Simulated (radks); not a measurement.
The numbers below are computed, except where a source is named.
Species: Hg XXXVII. Configuration: [Kr] 4d8 (the NIST ground configuration). Code: a radial shooting solver on a logarithmic mesh with Libxc functionals. Model: Dirac Kohn-Sham, PBE, spin-unpolarised, spherical densities, point nucleus; open shells fill j = l - 1/2 first. Some entries of the table are withheld. Estimate them.

orbital,occ.,eigenvalue (eV),<r> (bohr)
1s1/2,2,-84528.24,0.01658
2s1/2,2,-16193.84,0.06924
2p1/2,2,-15593.01,0.05694
2p3/2,4,-13646.02,0.06561
3s1/2,2,(1),0.1790
3p1/2,2,-4696.552,0.1694
3p3/2,4,-4258.875,0.1847
3d3/2,4,-3822.815,0.1607
3d5/2,6,-3729.041,0.1654
4s1/2,2,-2094.400,0.3718
4p1/2,2,-1978.731,(2)
4p3/2,4,-1849.056,(3)
4d3/2,4,-1663.008,(4)
4d5/2,4,-1636.100,(5)
5s1/2,0,-1138.191,0.6609
5p1/2,0,-1084.918,0.6681
5p3/2,0,-1033.820,0.7011

Answer. 
(1) 3s1/2 eigenvalue (eV): -4963.136
(2) 4p1/2 <r> (bohr): 0.3693
(3) 4p3/2 <r> (bohr): 0.3941
(4) 4d3/2 <r> (bohr): 0.3850
(5) 4d5/2 <r> (bohr): 0.3921
